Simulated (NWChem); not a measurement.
# Atomisation of BeF2

```xyz
3

Be     0.0000     0.0000     0.0000
F      0.0000     0.0000     1.3865
F      0.0000     0.0000    -1.3865
```
Charge 0, spin multiplicity 1.

The numbers come from NWChem runs, not from measurements. The geometry was optimised at B3LYP/def2-SVP, a minimum by its harmonic frequencies.

Basis set: def2-TZVP. The atomisation energy is electronic alone: no zero-point, thermal, spin-orbit or counterpoise terms. No value is extrapolated to the basis-set limit. Free atoms are single determinants with multiplicities Be 1, F 2.

B3LYP has NWChem's definition, with VWN1-RPA local correlation. The structure started from a generated list of species. No SCF solution was tested for a lower state.

Problem. One of these methods gave an atomisation energy of 302.2 kcal/mol. Which?
A. BHandHLYP
B. LDA (SVWN5)
C. PBE0
D. B3LYP

Solution. D, B3LYP. The others give 345.1 (LDA (SVWN5)), 297.9 (PBE0), 287.7 (BHandHLYP).
